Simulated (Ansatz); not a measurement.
Born–Oppenheimer molecular dynamics of CH5BFN (9 atoms, charge 0, multiplicity 1). It starts from a relaxed structure.

All numbers below come from Ansatz, RKS BHLYP-D4/def2-SVP.

* ensemble: NVE (velocity Verlet)
* time step: 0.5 fs
* steps asked: 150
* starting velocities drawn for: 1000 K
* masses: H 2.014 u
* seed: 295461

First frame:

```xyz
9
Properties=species:S:1:pos:R:3
B 0.039 -0.141 -0.105
F 0.041 -0.495 1.187
N 1.277 -0.011 -0.729
H 2.142 -0.171 -0.242
H 1.383 0.248 -1.691
C -1.340 0.100 -0.811
H -1.964 -0.797 -0.730
H -1.884 0.902 -0.300
H -1.255 0.365 -1.868
```

Problem. How far do the bonds stretch over the last three quarters of this one trajectory? (Pairs bonded in most of those frames.)

Solution. 
```csv
bond,mean (Å),spread (Å),shortest,longest
B1–F2,1.338,0.016,1.30,1.35
B1–N3,1.401,0.022,1.36,1.44
B1–C6,1.577,0.054,1.48,1.66
N3–H4,1.009,0.033,0.95,1.07
N3–H5,1.008,0.035,0.95,1.06
C6–H7,1.119,0.075,1.00,1.23
C6–H8,1.101,0.038,1.04,1.16
C6–H9,1.096,0.012,1.07,1.11
```

Mean temperature of the second half: 496 K. The conserved energy stayed within 0.61 meV per atom of its start (net change 0.44 meV per atom), so the integration is sound. The temperature averaged 0.50 of the 1000 K drawn at the start: a run that starts near a minimum puts about half its kinetic energy into the potential. A run of 0.075 ps of so small a system gives no equilibrium averages.

Run time: 2.4 min on 2 threads of Intel(R) Xeon(R) Platinum 8488C (Sapphire Rapids), on a shared host, peak memory 0.17 GiB.
